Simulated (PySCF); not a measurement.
A structure optimised at PBE-D3(BJ)/def2-SVP, used in a PySCF frequency run:

```
N
Si 1 1.7591
Si 1 1.7743 2 124.98
Si 1 1.7756 2 123.52 3 -178.06
H 2 1.5057 1 109.64 3 -33.99
H 2 1.5059 5 109.59 1 119.46
H 3 1.5065 1 111.17 2 49.01
H 4 1.5076 1 111.97 2 51.00
H 2 1.5079 5 107.96 6 117.50
H 4 1.5091 8 107.43 1 122.48
H 3 1.5103 7 107.50 1 122.97
C 3 1.9025 7 113.88 11 124.78
H 12 1.1101 3 112.70 7 -85.19
H 12 1.1117 13 106.62 3 -117.58
C 12 1.5492 13 112.43 14 -121.19
H 15 1.1103 12 112.48 13 73.21
H 15 1.1118 16 106.51 12 121.03
```

Problem. Write its SMILES and formula.

Solution. [SiH3]N1[SiH2]CC[SiH2]1, C2H11NSi3

Problem. What are its rotational constants (standard atomic weights)?

Solution. 2.8500, 1.4613, 1.0246 GHz
